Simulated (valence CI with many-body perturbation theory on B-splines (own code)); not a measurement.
Pd³³⁺: magnetic and hyperfine properties of the levels

Calculated by configuration interaction combined with many-body perturbation theory (CI+MBPT): three valence electrons over a frozen Dirac-Fock core [Ne], a basis of 11 s, 11 p, 9 d, 7 f, 5 g, 2 h, 1 i functions for each j, with the one-electron correlation potential Σ1, the two-electron term Σ2, the three-electron term Σ3, Breit, model QED; selected CI, second order for the rest (own B-spline code, finite nucleus).

The last digits are not significant, and no measured levels were compared; by estimate large intervals hold to a few tenths of a per cent, small ones and those within an open d or f shell to about a per cent.

A/g_I is the dipole constant over the nuclear g factor μ/I (μ in nuclear magnetons, uniformly magnetised nucleus), B/Q the quadrupole constant per barn. Both hold the static response of the core; the bare values leave it out. Large factors of s and p1/2 electrons are usually good to 5 to 10 %; those of open d and f shells near neutrality can be off by tens of per cent, and small factors of p3/2, d and f electrons come from cancelling terms and can be off by a factor of two or in sign, in half-filled shells by more. B is blank for J = 1/2, where it vanishes, and for nearly pure S terms. Energies count from the lowest level.

Names give the largest LS component (configuration and term), which can be under half, so a name can repeat, a term be missing and a line seem to break the LS rules; names also repeat where a configuration has a term twice. Letters in brackets count levels of one name in rising energy.

| Level | E (cm⁻¹) | g | A/g_I (MHz) | A/g_I bare | B/Q (MHz/b) | B/Q bare |
| --- | --- | --- | --- | --- | --- | --- |
| 3s²3p ²P°_1/2 | 0 | 0.660 | 245000 | 238000 |  |  |
| 3s²3p ²P°_3/2 | 313860 | 1.330 | 42000 | 41800 | 77000 | 75400 |
| 3s3p² ⁴P_1/2 | 629790 | 2.437 | 666000 | 647000 |  |  |
| 3s3p² ⁴P_3/2 | 846510 | 1.691 | 197000 | 193000 | 62400 | 61000 |
| 3s3p² ⁴P_5/2 | 914040 | 1.421 | 220000 | 215000 | 16600 | 16300 |
| 3s3p² ²D_3/2 | 1017000 | 0.892 | -2010 | -989 | 70500 | 69100 |
| 3s3p² ²P_1/2 | 1087800 | 1.144 | -102000 | -97700 |  |  |
| 3s3p² ²D_5/2 | 1191900 | 1.360 | 161000 | 158000 | 37600 | 37000 |
| 3s²3d ²D_3/2 | 1321000 | 0.927 | 2440 | 3750 | -7570 | -6750 |
| 3s3p² ²S_1/2 | 1404100 | 1.742 | 748000 | 725000 |  |  |
| 3s²3d ²D_5/2 | 1420000 | 1.207 | 49500 | 49000 | 40000 | 40000 |
| 3s3p² ²P_3/2 | 1446300 | 1.140 | -80600 | -76400 | -19800 | -19200 |
| 3p³ ²P°_3/2 | 1682800 | 1.242 | 25600 | 26700 | 63400 | 62200 |
| 3s3p3d ⁴F°_3/2 | 1787900 | 0.522 | -64100 | -61400 | 21200 | 21400 |
| 3s3p3d ⁴F°_5/2 [a] | 1821000 | 1.082 | 174000 | 169000 | -11200 | -10300 |
| 3s3p3d ⁴F°_5/2 [b] | 1894000 | 1.196 | 35700 | 36000 | -7080 | -6160 |
| 3p³ ⁴S°_3/2 | 1913000 | 1.415 | -36100 | -32200 | -15800 | -15200 |
| 3s3p3d ⁴F°_7/2 | 1937400 | 1.258 | 137000 | 134000 | 118 | 1200 |
| 3s3p3d ⁴D°_3/2 | 1939900 | 1.338 | 111000 | 110000 | 13600 | 13500 |
| 3s3p3d ⁴D°_1/2 | 1940400 | 0.304 | -277000 | -267000 |  |  |
| 3s3p3d ⁴P°_5/2 | 1962000 | 1.385 | 118000 | 116000 | 19700 | 19800 |
| 3p³ ²P°_1/2 | 2062800 | 0.660 | 220000 | 213000 |  |  |
| 3s3p3d ²F°_5/2 [a] | 2078500 | 0.945 | 39600 | 39200 | 57600 | 57100 |
| 3s3p3d ²D°_3/2 [a] | 2131600 | 0.988 | -51800 | -49100 | 24100 | 24000 |
| 3s3p3d ⁴F°_9/2 | 2150500 | 1.330 | 106000 | 104000 | 94700 | 93800 |
| 3s3p3d ⁴D°_5/2 | 2175600 | 1.317 | 116000 | 114000 | 3150 | 2820 |
| 3s3p3d ⁴P°_3/2 | 2177400 | 1.433 | 177000 | 173000 | -14200 | -14400 |
| 3s3p3d ⁴P°_1/2 | 2180300 | 2.386 | 400000 | 390000 |  |  |
| 3s3p3d ⁴D°_7/2 | 2181700 | 1.359 | 124000 | 122000 | 18700 | 18600 |
| 3s3p3d ²P°_3/2 [a] | 2231400 | 1.344 | -33900 | -30500 | -39100 | -38300 |
| 3s3p3d ²D°_5/2 [a] | 2263000 | 1.307 | 156000 | 152000 | -35300 | -34200 |
| 3s3p3d ²D°_3/2 [b] | 2314700 | 1.009 | -1350 | -1.97 | -38500 | -37400 |
| 3s3p3d ²F°_7/2 [a] | 2337600 | 1.147 | 26800 | 27200 | 92000 | 91200 |
| 3s3p3d ²F°_5/2 [b] | 2407700 | 0.915 | -36300 | -33900 | 65300 | 64800 |
| 3s3p3d ²P°_1/2 [a] | 2415500 | 0.628 | -126000 | -121000 |  |  |
| 3s3p3d ²F°_7/2 [b] | 2416100 | 1.173 | 66800 | 65800 | 72200 | 71700 |
| 3s3p3d ²P°_1/2 [b] | 2463600 | 0.665 | 5430 | 5520 |  |  |
| 3s3p3d ²P°_3/2 [b] | 2496500 | 1.289 | 178000 | 173000 | 22200 | 22300 |
| 3s3p3d ²D°_5/2 [b] | 2506600 | 1.135 | -51500 | -48300 | -33300 | -32000 |
| 3s3p3d ²P°_3/2 [c] | 2545900 | 1.113 | 14300 | 15300 | -69200 | -67700 |

**Question.** Take the isotope of mass number 105, with I = 5/2, μ = -0.642 μN and Q = 0.66 b. What is the hyperfine structure of 3s3p² ⁴P_3/2?

**Answer.** From the table A = -50700 MHz, B = 41200 MHz. Shifts from the centre of gravity in MHz: F = 1: 295000, F = 2: 161000, F = 3: -9980, F = 4: -180000.
